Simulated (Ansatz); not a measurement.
AlB₆⁻. Total charge -1; triplet. Geometry r2SCAN-D4/def2-SVP, that of the neutral doublet; atoms count from 1.

```xyz
7

Al    0.5368   -1.3413    0.7648
B    -0.5187    1.0663    1.0074
B    -0.7249   -1.2607   -0.8978
B     0.1414   -0.1237   -1.5449
B     0.6429    0.8091   -0.3560
B     0.9725    0.6430    1.2500
B    -1.0499    0.2072   -0.2234
```

At PBE0-D4/def2-TZVPD a singlet of charge -1 lies 0.63 eV below the triplet at the same geometry. The structure comes from a short search, and lower isomers may exist.

Problem. Estimate the Mulliken populations from the PBE0/def2-TZVPD orbitals of Ansatz.

Solution. 
```csv
atom,charge (e),spin (α − β)
Al1,-0.65,0.23
B2,-0.07,0.36
B3,0.00,0.42
B4,-0.07,0.36
B5,-0.10,0.10
B6,0.00,0.42
B7,-0.10,0.10
```
Mulliken values depend strongly on the basis. With diffuse functions, as here, like atoms can get unlike values, and bond orders can come out too low or too high.

Problem. Where does the spin sit?

Solution. Summed by element: Al 0.23, B 1.77, of 2 unpaired in all. Largest on single atoms: B6 0.42, B3 0.42, B2 0.36.

Problem. And the Mayer bond orders between heavy atoms (over 0.3)?

Solution. Al1–B3 0.56 (2.09 Å); Al1–B6 0.56 (2.09 Å); B2–B5 0.75 (1.81 Å); B2–B6 1.22 (1.57 Å); B2–B7 1.15 (1.59 Å); B3–B4 1.22 (1.57 Å); B3–B5 0.53 (2.54 Å); B3–B7 0.57 (1.65 Å); B4–B5 1.15 (1.59 Å); B4–B7 0.75 (1.81 Å); B5–B6 0.57 (1.65 Å); B5–B7 0.74 (1.80 Å); B6–B7 0.53 (2.54 Å).
